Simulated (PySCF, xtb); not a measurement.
H3O, SMILES [OH3+], charge +1.

Harmonic wavenumbers (cm⁻¹) from GFN2-xTB (xtb) at its own minimum, in rising order: 957, 1355, 1355, 3258, 3259, 3318.

Q: What does PBE0-D3(BJ)/def2-TZVPD run with PySCF give at its own minimum? (An estimate is asked for; the answer gives what the named calculation found.)

A: 841, 1675, 1675, 3602, 3691, 3691. Paired by order, the mean absolute difference is 317 cm⁻¹ and the zero-point energies are 19.3 and 21.7 kcal/mol.
